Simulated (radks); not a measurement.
The numbers below are computed, except where a source is named.
Spherical quantum dot in the effective-mass picture: electrons in a parabolic well V = omega^2 r^2 / 2 with omega = 0.253, with a point charge +1 (a donor) at the centre, all in effective atomic units (hartree* = m*/eps^2 hartree, bohr* = eps/m* bohr), one dielectric constant everywhere. Level of theory: non-relativistic Kohn-Sham, LDA (Slater exchange, Perdew-Wang correlation), spin-polarised, spherical densities (a radial shooting solver with Libxc functionals). Levels are named by radial order and angular momentum (1s, 1p, 1d, 2s, ...), and open shells are averaged over m. Results are scaled to m* = 0.599 and eps = 16, for which hartree* = 63.67 meV and bohr* = 1.413 nm.

N = 22, configuration 1s2 1p6 1d10 2s2 1f(up 2, down 0). This is the lowest configuration that the search found. Occupied and some empty levels:

level,occupation,eigenvalue (meV),<r> (nm)
1s up,1,269.94,3.799
1s down,1,270.04,3.698
1p up,3,278.33,7.079
1p down,3,278.81,7.026
2s up,1,280.20,6.412
2s down,1,280.63,6.468
1d up,5,284.13,7.903
1d down,5,284.70,7.882
1f up,2,290.82,8.493
1f down,0,291.43,8.489
2p up,0,294.13,6.967
2p down,0,294.44,6.987
1g up,0,298.37,8.982
1g down,0,298.99,8.989
2d up,0,303.26,7.850
2d down,0,303.62,7.854

Energy (meV): total 3593.91, kinetic 266.64, external 932.82, Hartree 2694.8, exchange-correlation -300.36.
